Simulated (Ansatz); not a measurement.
Rb₅H₄⁺. Charge 1, multiplicity 1. Geometry PBE-D4/def2-SVP, basis def2-TZVP, Ansatz.

```tsv
atom	x (Å)	y (Å)	z (Å)
Rb1	0.088	-1.117	-0.545
Rb2	1.341	-1.051	3.329
Rb3	3.413	1.198	-0.950
Rb4	-1.400	1.800	-2.964
Rb5	-3.472	-0.449	1.315
H6	-2.422	0.216	-1.059
H7	1.055	1.034	-2.212
H8	-1.039	-1.239	2.112
H9	2.436	-0.392	0.973
```

```csv
run,HOMO (eV),LUMO (eV)
A,-7.24,-2.73
B,-6.34,-2.59
C,-7.08,-2.93
D,-9.51,-1.72
E,-6.85,-3.01
F,-7.32,-2.36
```

In the def2 sets Rb takes a core potential; there is no spin–orbit coupling. B3LYP takes the VWN-RPA correlation. HSE06 is defined as in plane-wave codes, on full-range PBE exchange. The structure comes from a short search, and lower isomers may exist.

Problem. The runs used B3LYP, HSE06, PBE0, r2SCAN, r2SCAN0, ωB97X-V. Estimate which is which.

Solution. A PBE0 (25 % exact exchange); B r2SCAN (0 % exact exchange); C B3LYP (20 % exact exchange); D ωB97X-V (range-separated); E HSE06 (range-separated); F r2SCAN0 (25 % exact exchange). Exact exchange lowers occupied and raises empty levels; among semilocal functionals meta-GGAs tend to open the gap a little, and such runs are hard to tell apart. The gap grows from 3.75 eV (r2SCAN) to 7.79 eV (ωB97X-V).
